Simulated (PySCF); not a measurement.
# Working out the ionisation energy of Ni²⁺

Ni²⁺ [Ar] 3d8 (3F) → Ni³⁺ [Ar] 3d7 (4F). Calculation: PySCF 2.14, in x2c-SVPall; scalar relativity by spin-free X2C-1e. Frozen: [Ar]. Energies in hartree (1 hartree = 27.21139 eV):

```tsv
part	Ni²⁺ (lower)	Ni³⁺ (upper)
UHF	-1517.980151	-1516.771264
MP2 opposite-spin	-0.090692	-0.047969
MP2 same-spin	-0.058830	-0.039550
```

Problem. What does Hartree-Fock give?

Solution. (-1516.771264) − (-1517.980151) = 1.208887 hartree = 32.895 eV.

Problem. What do MP2 and SCS-MP2 (6/5 opposite-spin, 1/3 same-spin) give?

Solution. The opposite-spin parts differ by 1.163 eV and the same-spin parts by 0.525 eV. MP2: 32.895 + (1.163) + (0.525) = 34.583 eV. SCS-MP2: 32.895 + 1.2 × (1.163) + (0.525)/3 = 34.466 eV.

Reference: 35.187 ± 0.019 eV (measured; NIST Atomic Spectra Database, ionization energies), between the lowest levels; spin-orbit coupling is absent from the calculation.

A double-zeta basis recovers only part of the correlation energy.

What remains against the reference includes basis incompleteness, the frozen core and correlation beyond second order.
